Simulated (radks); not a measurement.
Ce I, 58 electrons, occupied as [Xe] 4f1 5d1 6s2 (the NIST ground configuration). Calculated with a radial shooting solver on a logarithmic mesh with Libxc functionals: non-relativistic Kohn-Sham, Slater X-alpha with alpha = 0.707, spin-polarised, spherical densities, point nucleus; open shells are filled with parallel spins first (spin-orbit coupling, left out, can overturn this in heavy ions); relativity is left out, which matters for an element this heavy.

Radial electron density D(r) = 4 pi r^2 rho(r):

```
   r/bohr * D(r) (the largest magnitude, 98, reaches the edge; | marks zero)
 0.003524 |       *
 0.004814 |            *
 0.006524 |                  *
 0.008913 |                           *
  0.01218 |                                   *
  0.01664 |                                        *
  0.02273 |                                        *
   0.0308 |                                    *
  0.04208 |                                     *
  0.05749 |                                              *
  0.07853 |                                                      *
   0.1073 |                                                *
   0.1466 |                                         *
   0.1986 |                                              *
   0.2714 |                                        *
   0.3708 |                    *
   0.5065 |                  *
    0.692 |                  *
   0.9453 |        *
    1.281 |    *
     1.75 |   *
    2.391 | *
    3.267 |*
    4.463 *
    6.097 *
    8.263 *
    11.29 *
```

D(r) has 4 maxima, at r = 0.0192, 0.0804, 0.217, 0.604 bohr, and minima at 0.0353, 0.147, 0.442 bohr, inside which lie 1.99, 11.36, 29.07 electrons.
